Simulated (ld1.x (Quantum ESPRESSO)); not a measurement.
## An all-electron radial function and its pseudo partner (P (Z = 15))

Columns: radius, all-electron u(r) and pseudo u(r) of the 3p shell (level -5.63 eV) of phosphorus in the configuration [Ne] 3s1.75 3p3.25; PBEsol, scalar-relativistic, ultrasoft scheme, ld1.x (Quantum ESPRESSO) 7.5.

| r (bohr) | all-electron | pseudo |
| --- | --- | --- |
| 0.090 | 0.1146 | -0.0061 |
| 0.180 | 0.2456 | -0.0240 |
| 0.270 | 0.2983 | -0.0529 |
| 0.360 | 0.2789 | -0.0915 |
| 0.450 | 0.2115 | -0.1380 |
| 0.540 | 0.1176 | -0.1903 |
| 0.630 | 0.0124 | -0.2462 |
| 0.720 | -0.0939 | -0.3036 |
| 0.810 | -0.1952 | -0.3605 |
| 0.900 | -0.2881 | -0.4149 |
| 0.990 | -0.3707 | -0.4656 |
| 1.080 | -0.4426 | -0.5115 |
| 1.170 | -0.5040 | -0.5518 |
| 1.260 | -0.5549 | -0.5863 |
| 1.350 | -0.5960 | -0.6150 |
| 1.440 | -0.6279 | -0.6382 |
| 1.530 | -0.6515 | -0.6561 |
| 1.620 | -0.6677 | -0.6692 |
| 1.710 | -0.6775 | -0.6777 |
| 1.800 | -0.6816 | -0.6816 |
| 1.890 | -0.6809 | -0.6809 |
| 1.980 | -0.6761 | -0.6761 |
| 2.070 | -0.6679 | -0.6679 |
| 2.160 | -0.6568 | -0.6568 |
| 2.250 | -0.6434 | -0.6434 |
| 2.340 | -0.6281 | -0.6281 |

(1) How many radial nodes do the two functions have?

(2) At about which radius was the pseudo-wave matched?

(3) Where does each function peak?

(4) Is the pseudo-wave norm-conserving?

Results:

(1) The all-electron 3p function has n − l − 1 = 1; the pseudo-wave has 0, since the states of the same l below it are removed with the core.

(2) 1.80 bohr, where the columns begin to agree (steps of 0.09 bohr).

(3) Outermost all-electron maximum near 1.80 bohr, pseudo maximum near 1.80 bohr (to the table’s step).

(4) No, it belongs to an ultrasoft set: the norm inside the radius is not constrained, and the difference is carried by the augmentation charge.
